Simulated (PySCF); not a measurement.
BrHPb, neutral, multiplicity 1. Atoms are numbered in the order given.

```xyz
3

Pb     0.0233    -0.7736     0.0000
H     -1.8211    -0.8963     0.0000
Br    -0.0024     1.8380     0.0000
```

Geometry: PBE0-D3(BJ)/def2-TZVP. The def2 effective core potentials stand for the cores of Pb; spin–orbit coupling is left out.

Vertical ionisation energy (IE) and electron affinity (EA) in eV. Rows of orbital energies are one-electron estimates. Where ΔSCF, EOM or ADC give a negative EA the extra electron is unbound and the value depends on the basis.

```csv
level,IE,EA
"−ε(HOMO), −ε(LUMO), M06-2X/def2-TZVPD (PySCF)",8.06,2.28
"−ε(HOMO), −ε(LUMO), B3LYP/def2-TZVPD (PySCF)",[?],[?]
```

### Question
What belongs in the gaps? (An estimate is asked for; the answer gives what the named calculation found.)

### Answer

- −ε(HOMO), −ε(LUMO), B3LYP/def2-TZVPD (PySCF), IE: 6.86
- −ε(HOMO), −ε(LUMO), B3LYP/def2-TZVPD (PySCF), EA: 3.34
